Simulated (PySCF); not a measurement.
**Magnetic susceptibility: SMILES [C@H]1([GeH3])C=CC[Se]1, C$_{4}$H$_{8}$GeSe**

Geometry (Å), atoms numbered from 1 in this order:
```xyz
14

Ge   -2.1450    0.4341    0.2201
C    -0.5168   -0.2667    1.1291
C     0.2865   -1.1196    0.2169
C     1.4501   -0.6776   -0.2263
C     1.9341    0.6588    0.2261
Se    0.6895    1.2220    1.6523
H    -3.0278   -0.6965   -0.2163
H    -1.7501    1.2160   -0.9877
H    -2.9190    1.3193    1.1401
H    -0.7991   -0.8010    2.0401
H    -0.1369   -2.0704   -0.0755
H     2.0743   -1.2307   -0.9115
H     1.9130    1.3933   -0.5845
H     2.9463    0.6185    0.6350
```

Computed with GIAO OLYP/6-31G magnetisability, rotational g tensor and spin-rotation constants, non-relativistic, gas phase (PySCF). Geometry: GFN2-xTB.

The calculation is non-relativistic, which matters for the atoms heavier than Zn.

What are the magnetisability and the molar susceptibility?

Isotropic -1513 × 10⁻³⁰ J/T², or -91.1 × 10⁻⁶ cm³/mol; principal values -1611, -1493, -1435 × 10⁻³⁰ J/T², anisotropy 155 × 10⁻³⁰ J/T² (root of half the summed squared differences of the principal values). The susceptibility is in cgs units.

Split it along the inertial axes a, b, c into diamagnetic and paramagnetic parts about the centre of mass, with the quadrupole moment.


```
axis  χ (10⁻⁶ cm³/mol)  diamagnetic (10⁻⁶ cm³/mol)  paramagnetic (10⁻⁶ cm³/mol)  summed x² of all electrons (Å²)  quadrupole Θ (D Å)
   a             -94.8                      -570.0                        475.2                            252.7               -0.38
   b             -86.6                     -1217.8                       1131.2                            100.0               +0.73
   c             -91.9                     -1496.6                       1404.6                             34.3               -0.35
```
Anisotropies 2χaa − χbb − χcc = -11.2 and 2χbb − χaa − χcc = +13.6 × 10⁻⁶ cm³/mol. Θ is traceless in Buckingham's convention.

And the rotational g tensor?


| axis | rotational constant (GHz) | g | nuclear part | electronic part |
| --- | --- | --- | --- | --- |
| a | 2.6001 | -0.0147 | 0.5657 | -0.5804 |
| b | 0.9433 | -0.0093 | 0.4920 | -0.5013 |
| c | 0.7597 | -0.0053 | 0.4960 | -0.5013 |

Asymmetric top; isotopes 12C, 74Ge, 1H, 80Se; no vibrational averaging.
